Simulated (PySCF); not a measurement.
# Unknown compound

Molecular formula: C4H10O3Si. Simulated spectra:

¹H NMR (400 MHz, computed): δ 4.51 (s, 1H), 3.97 (s, 6H), 2.40 (s, 3H).

¹³C{¹H} NMR (computed): δ 249.3 (C), 52.6 (CH3), 40.0 (CH3).

PySCF 2.14 calculation with PBE0/pcSseg-1 with gauge-including orbitals and geometry: GFN2-xTB; non-relativistic, one averaged value for each set of equivalent atoms, no solvent model, a single conformation.

Scale: TMS for ¹H (σref 31.72), ¹³C (σref 186.93) (reference shieldings calculated alike).

Problem. What is the structure?

Solution. 
- Rings plus π bonds: 1 (no ring in the answer).
- 3 carbon signals for 4 carbons: some carbons are equivalent by symmetry or fast rotation.
- Carbon types of the structure: 1 × C, 3 × CH3, leaving 1 H on heteroatoms.
- δC 249.3: carbonyl carbon.
- δC 52.6: methyl carbon bonded to O; deshielded by the electronegative neighbour.
- δC 40.0: methyl carbon α to a carbonyl; α to the electron-withdrawing carbonyl group.
- δH 4.51: hydrogen on a silicon bonded to C, 2 O.
- δH 3.97: hydrogen on a methyl carbon bonded to O; its carbon carries O, which withdraws density.
- δH 2.40: hydrogen on a methyl carbon α to a carbonyl; α to C=O.

Structure: SMILES CO[SiH](OC)C(C)=O.

The shifts were computed for this structure.

Shifts are as computed. Against solution values, carbons near 30 ppm lie about +3 ppm off and those near 130 ppm about +5 ppm. Of 1211 compounds with measured shifts, 218 miss one by over three times the rms of a fit or turn the order of signals round; such compounds aren't used in these exercises. Multiplicities follow the n + 1 count of equivalent neighbours, as no J values were calculated; m marks all less simple cases, F and P coupling included.
